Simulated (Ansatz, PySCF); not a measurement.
Input for PySCF:
```python
from pyscf import gto, scf, dft

mol = gto.M(
    atom='''
O    -0.00000000   -0.00000000   -0.67067238
O     0.00000000    0.00000000    0.67067238
''',
    basis='6-311g**',
    charge=-1,
    spin=1,
    verbose=4,
)

mf = dft.UKS(mol)
mf.xc = 'b3lyp'
mf.grids.atom_grid = (99, 590)
mf.grids.prune = None
mf.kernel()
```

Convert this to an input for Ansatz (a first-principles code).

This is not unique; one that fits is 
Ansatz 0.2 input:
```yaml
crystal:
  periodic: [false, false, false]
  atoms:
    - {symbol: O, position_ang: [-0.00000000, -0.00000000, -0.67067238]}
    - {symbol: O, position_ang: [0.00000000, 0.00000000, 0.67067238]}
basis:
  gaussian:
    orbitals: 6-311G__.json
hamiltonian:
  xc: b3lyp
total_charge: -1
magnetization: {spin_polarized: true, initial_magnetization: 1}
accuracy: high
```
The basis file holds 6-311G** in the JSON format of the Basis Set Exchange.

Both were run: PySCF gave -150.354004 Eh and Ansatz -150.354004 Eh, 0.000 mEh apart.
